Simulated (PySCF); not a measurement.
C₃H₇Si₂ (doublet state).
Structure used (GFN2-xTB), in Å, numbered top down from 1:
```xyz
12
C3H7Si2 angstrom
Si     1.6830   -0.2007    0.0024
C     -0.1071    0.0684   -0.5465
C     -0.6605    1.4254   -0.1886
C     -1.7182    1.1025    0.5438
Si    -1.5376   -0.7696    0.4892
H      2.5543    0.7391   -0.7080
H      2.0674   -1.5749   -0.3239
H      1.7874    0.0328    1.4427
H     -0.2316   -0.1250   -1.6148
H     -0.2619    2.3768   -0.4928
H     -2.4733   -1.5685   -0.2988
H     -1.1008   -1.5069    1.6693
```

As a line formula: `[SiH3][C@@H]1C=[C][SiH2]1` [radical].

Computed, not measured: UKS B3LYP, pcH-1 on C H Si, non-relativistic, mean-field spin-orbit, GIAO in PySCF. Geometry: GFN2-xTB; no solvent, vibrations or thermal averaging. Couplings are sensitive to structure, and on GFN2-xTB geometries they can be far from those on DFT ones. Stability of the SCF solution: not tested.

Question: The isotropic 29Si couplings are -49.4, -15.4 MHz. Assign them to Si1; Si5.

Answer: 
| site | a_iso (MHz) | ρ(0) (bohr⁻³) | position | distance from C4 (Å) | spin population | largest \|T\| (MHz) |
| --- | --- | --- | --- | --- | --- | --- |
| Si1 | -15.4 | +0.0173 | 3 bonds from C4 | 3.68 | +0.02 | 5.6 |
| Si5 | -49.4 | +0.0558 | 1 bond from C4 | 1.88 | +0.06 | 31.6 |

Question: Match the computed a_iso(13C) values +303.2, +109.0, -11.8 MHz with the sites C2; C3; C4.

Answer: 
```json
{"site": "C2", "a_iso (MHz)": "+109.0", "ρ(0) (bohr⁻³)": "+0.0969", "position": "2 bonds from C4", "distance from C4 (Å)": "2.20", "spin population": "+0.10", "largest |T| (MHz)": "20.1"}
{"site": "C3", "a_iso (MHz)": "-11.8", "ρ(0) (bohr⁻³)": "-0.0105", "position": "1 bond from C4", "distance from C4 (Å)": "1.33", "spin population": "-0.11", "largest |T| (MHz)": "21.1"}
{"site": "C4", "a_iso (MHz)": "+303.2", "ρ(0) (bohr⁻³)": "+0.2698", "position": "largest spin population", "distance from C4 (Å)": "0.00", "spin population": "+0.91", "largest |T| (MHz)": "133.1"}
```

ρ(0) is the spin density at the nucleus and T the dipolar tensor; a_iso includes a spin–orbit part; entries for several nuclei are means. Largest spin populations (Mulliken): C4 (+0.91), C3 (-0.11) and C2 (+0.10). C4 is the only atom above +0.15. The positive populations add up to 1.11 and the negative ones to -0.11, together 2S = 1.

β density exceeds α density at some nuclei, such as C3 (-0.0105), spin density in bohr⁻³. In a single determinant that takes different orbitals for the two spins, that is spin polarisation.

Nuclei that the bonding pattern makes equivalent are averaged, as if the motion that swaps them (rotation, inversion, ring flip) were fast. The three 1H nuclei of mean +3.5 MHz run from 0.3 to 7.5 MHz in the frozen geometry.
